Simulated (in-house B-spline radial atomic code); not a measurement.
The numbers below are computed, except where a source is named.
# Ghost states of the separable form: Mo

Mo, [Kr] 4d5 5s1, non-relativistic LDA (VWN5), spherical and spin-unpolarised, from a B-spline radial code for spherical atoms (atomic units; all potentials screened as in the neutral atom).

Troullier-Martins channels: 5s (ε = -0.1479, r_c = 3.009 bohr), 4d (ε = -0.1533, r_c = 1.427 bohr). In the Kleinman-Bylander form one channel serves as the local potential, and each other channel l becomes |δV u><u δV|/<u|δV|u>, with δV = V_l − V_local and u the pseudo-orbital. Its strength is E_KB = <u|δV²|u>/<u|δV|u>. By the analysis of Gonze, Stumpf and Scheffler a spurious state lies below the reference level ε if E_KB > 0 and ε is above the second level of the local potential alone, or if E_KB < 0 and ε is above its first. The table's levels are those of angular momentum l in a sphere of 9 bohr, whose wall can lift a shallow ε a little above its free-atom value.

| local | channel | <u δV u> | <u δV² u> | ε | first local level | second local level |
| --- | --- | --- | --- | --- | --- | --- |
| s | d | -2.1054 | 9.8652 | -0.1532 | 0.0815 | 0.3329 |
| d | s | 0.15715 | 0.4355 | -0.1461 | -4.8458 | -0.7004 |

**Question.** Apply the rule to each row.

**Answer.** Local s, channel d: E_KB = -4.69, so ε = -0.1532 is set against 0.0815: no ghost. Local d, channel s: E_KB = +2.77, so ε = -0.1461 is set against -0.7004: a ghost.

Diagonalising the separable Hamiltonian gives:

| local | channel | three lowest levels | all-electron, two lowest valence levels |
| --- | --- | --- | --- |
| s | d | -0.1532, 0.1226, 0.4325 | -0.1532, 0.1205 |
| d | s | -3.4511, -0.1461, 0.1223 | -0.1461, 0.1236 |

**Question.** Which choices of local channel are safe?

**Answer.** Free of ghosts: s. With d local the s channel has a ghost 3.30 hartree below ε, since the local potential binds more than one state below ε, and a repulsive term of rank one raises each level at most to the next, so it clears only one of them. Among the safe choices the second level, which tests transfer, is off by at most 2.1 millihartree (s local).
